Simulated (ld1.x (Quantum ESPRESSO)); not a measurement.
aluminium (Al): variants of one TM potential

Base potential:

* Element: Al (Z = 13)
* Generator: ld1.x (Quantum ESPRESSO) 7.5
* Type: norm-conserving Troullier–Martins (Kleinman–Bylander form)
* Functional: PBE
* Relativity: scalar-relativistic
* Frozen core: [Ne]
* Valence charge: 3
* Reference configuration: 3s2 3p1
* Partial waves: 3s (bound): rc 2.25 bohr; 3p (bound): rc 2.25 bohr
* Local potential: all-electron potential smoothed inside 2.05 bohr (lloc = -2)
* Core correction: none

All-electron outer shells of the reference configuration (PBE, scalar-relativistic, ld1.x):

```json
{"shell": "2s", "level (eV)": "-108.17", "outermost node (bohr)": "0.16", "outermost maximum (bohr)": "0.50"}
{"shell": "2p", "level (eV)": "-69.64", "outermost node (bohr)": "–", "outermost maximum (bohr)": "0.43"}
{"shell": "3s", "level (eV)": "-7.75", "outermost node (bohr)": "0.80", "outermost maximum (bohr)": "2.09"}
{"shell": "3p", "level (eV)": "-2.71", "outermost node (bohr)": "0.82", "outermost maximum (bohr)": "2.64"}
```

Cutoffs, loose and tight: the cutoffs (Ry, on a coarse ladder) from which the occupation-weighted sum of valence levels, in a spherical-Bessel basis at the reference potential, stays within 10 and 1 mRy of its value at 400 Ry. They do not see the model core or the augmentation charge, which bear on the density cutoff. Test errors are all-electron minus pseudo excitation energies from the reference, over the configurations 3s2 3p0; 3s1 3p0; 3s2 3p0.5; 3s1 3p1; 3s2 3p1.3; 3s0 3p3; 3s1 3p2. A dash means not determined; rows that change the core or the reference have their own tests.

On the changes marked as counting shells twice: ld1.x takes every shell without a wave as core, so the model core holds the marked electrons as well and exchange and correlation see them twice. This cancels in the reference configuration, but the file is broken for other ones, and its errors say nothing about a proper core correction.

| change | outcome | cutoff, loose | cutoff, tight | bound ghosts | largest test error (meV) |
| --- | --- | --- | --- | --- | --- |
| base | generated | 8 Ry | 25 Ry | none | +31 |
| core [He], valence charge 11; reference 2s2 2p6 3s2 3p0; waves now 2s (bound): rc 0.85 bohr; 2p (bound): rc 1.10 bohr; local potential all-electron potential smoothed inside 1.05 bohr (lloc = -1); core correction Bessel-smoothed model core inside 0.40 bohr (3s counted twice) | generated, misses its reference levels by 0.19 eV | 160 Ry | 300 Ry | none | -1706 |
| local potential the p channel | generated | 10 Ry | 25 Ry | none | +31 |
| functional LDA (PZ) | generated | 10 Ry | 25 Ry | none | +89 |
| reference 3s1.75 3p1.25 | generated | 8 Ry | 25 Ry | none | +26 |
| wave 3p (bound): rc 2.25 bohr becomes 3p (bound): rc 3.18 bohr | generated | 8 Ry | 25 Ry | none | +35 |
| local potential all-electron potential smoothed inside 0.94 bohr (lloc = -2) | generated | 8 Ry | 25 Ry | none | +55 |
| wave 3s (bound): rc 2.25 bohr becomes 3s (bound): rc 3.16 bohr | generated | 6 Ry | 10 Ry | none | -10 |
| core correction a·sin(br)/r model core inside 1.74 bohr | generated | 8 Ry | 25 Ry | none | +10 |
| wave 3s (bound): rc 2.25 bohr becomes 3s (bound): rc 2.40 bohr | generated | 8 Ry | 21 Ry | none | +31 |
| local potential the s channel | generated | 10 Ry | 25 Ry | none | +32 |
| functional BP86 | generated | 10 Ry | 25 Ry | none | +38 |

Question: What comes out with this change to the base: all radii scaled by about 1.12 (s 2.52, p 2.52 bohr); local potential all-electron potential smoothed inside 2.30 bohr (lloc = -2)?

Answer: outcome: generated; cutoff, loose: 8 Ry; cutoff, tight: 18 Ry; bound ghosts: none; largest test error (meV): +30.
